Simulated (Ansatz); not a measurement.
A structure relaxed at PBE0-D4/def2-TZVP, charge 0, multiplicity 1:

Cartesian coordinates in Å:
```
C 1.301 1.944 1.312
B -0.041 1.302 0.867
Si -0.376 0.612 -0.998
B 0.067 -1.346 -0.807
C -0.998 -2.434 -0.507
H 1.092 3.028 1.302
H 1.580 1.717 2.345
H 2.153 1.786 0.649
H -0.924 1.201 1.675
H 0.511 1.285 -1.994
H -1.798 0.808 -1.409
H 1.215 -1.681 -0.923
H -1.964 -2.076 -0.148
H -1.183 -2.900 -1.491
H -0.636 -3.247 0.129
```

Give its formula and SMILES.

C2H10B2Si, `CB[SiH2]BC`.

Point group (tolerance 0.08 Å, 0.16 Å for H)?

C2.

Summarise the bond lengths by kind.

2 × B–C 1.552 Å; 6 × C–H 1.091 to 1.104 Å; 2 × B–Si 2.017 Å; 2 × B–H 1.201 Å; 2 × H–Si 1.493 to 1.494 Å.

Computed with Ansatz.
